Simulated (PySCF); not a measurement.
B3LYP has the VWN-RPA correlation part, as in Gaussian. Delta-SCF ions had no search for a lower state. Excitations are Tamm–Dancoff values on a coarser integration grid. The basis has no diffuse functions, so Rydberg states are missing or too high.

Cartesian coordinates (Å):
SMILES: [F][In]([F])[F]
```xyz
4

F     -0.8381     1.7408     0.0015
In     0.0000     0.0003     0.0000
F     -1.0881    -1.5958     0.0186
F      1.9262    -0.1453    -0.0200
```
Charge 0, spin multiplicity 1.

Task: Give the S1–T1 gap (TDA), S1 excitation (TDA), total energy, LUMO, HOMO, T1 excitation (TDA), vertical ionisation energy (Delta-SCF) and dipole moment at the level B3LYP-D3(BJ)/def2-TZVP (PySCF 2.14.0).

Result: 
```json
{
  "S1–T1 gap (TDA)": "0.64 eV",
  "S1 excitation (TDA)": "5.72 eV",
  "total_energy": "-13332.13 eV",
  "LUMO": "-3.94 eV",
  "HOMO": "-10.88 eV",
  "T1 excitation (TDA)": "5.08 eV",
  "vertical ionisation energy (Delta-SCF)": "13.50 eV",
  "dipole_moment": "0.00 D"
}
```
